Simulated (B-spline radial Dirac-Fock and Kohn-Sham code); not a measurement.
**How core holes in Os⁷⁺ decay**

System: osmium as Os⁷⁺ in the configuration [Xe] 4f14 5d1, inside a Watson sphere of charge -7 and radius 2.7 Å (a model of the Madelung potential; inside it an electron's potential energy is raised by 37.3 eV).

Input of the calculation (task.json; shells as n, l, electrons):

```json
{"items": [{
  "Z": 76,
  "q": 7,
  "cfg": [[1, 0, 2], [2, 0, 2], [2, 1, 6], [3, 0, 2], [3, 1, 6], [3, 2, 10], [4, 0, 2], [4, 1, 6], [4, 2, 10], [4, 3, 14], [5, 0, 2], [5, 1, 6], [5, 2, 1]],
  "A": 192,
  "rrms": 5.4126,
  "watson": [-7, 2.7],
  "do": ["binding", "quiet", "decay"],
  "holes": ["K", "L1", "L2", "L3", "M1", "M2", "M3", "M4", "M5", "N1", "N2", "N3", "N4", "N5", "N6", "N7"]
}]}
```

Launch: `python xray_run.py task.json out`

Level of theory: independent-particle radiative and Coulomb Auger rates from relativistic LDA hole-state orbitals, with Dirac-Fock energies; a radial atomic solver.

Partial widths are in eV. Coster-Kronig decay leaves a hole in the same principal shell; its rates are the weakest part of the model, often 1.5 to 2.5 times too large and more for N holes. Holes without an open Auger channel, or with an unreliable SCF state, are not listed.

| hole | radiative | Auger | Coster-Kronig | total | fluorescence yield | lifetime (fs) |
| --- | --- | --- | --- | --- | --- | --- |
| 1s | 41.6 | 1.61 | 0 | 43.2 | 0.963 | 0.0152 |
| 2s | 0.936 | 1.94 | 2.86 | 5.73 | 0.163 | 0.115 |
| 2p1/2 | 1.59 | 2.83 | 0.695 | 5.12 | 0.311 | 0.129 |
| 2p3/2 | 1.42 | 3.66 | 0 | 5.08 | 0.279 | 0.130 |
| 3s | 0.0350 | 1.09 | 16.4 | 17.5 | 0.00200 | 0.0376 |
| 3p1/2 | 0.0358 | 1.20 | 10.5 | 11.8 | 0.00304 | 0.0560 |
| 3p3/2 | 0.0376 | 1.48 | 8.03 | 9.54 | 0.00395 | 0.0690 |
| 3d3/2 | 0.0471 | 1.91 | 0 | 1.95 | 0.0241 | 0.337 |
| 3d5/2 | 0.0445 | 2.00 | 0 | 2.04 | 0.0218 | 0.323 |
| 4s | 0.00126 | 0.115 | 9.26 | 9.37 | ? | ? |
| 4p1/2 | 0.00196 | 0.120 | 11.6 | 11.8 | 0.000167 | 0.0560 |
| 4p3/2 | 0.00122 | 0.132 | 8.61 | 8.75 | 0.000139 | 0.0753 |
| 4d3/2 | 0.00156 | 0.0867 | 6.70 | 6.79 | 0.000229 | 0.0969 |
| 4d5/2 | 0.00137 | 0.106 | 6.35 | 6.45 | 0.000212 | 0.102 |

Task: What are the fluorescence yield and the lifetime of the 4s hole?

Result: The yield is the radiative width over the total, 0.000134, and the lifetime is ħ/Γ = 0.0702 fs.
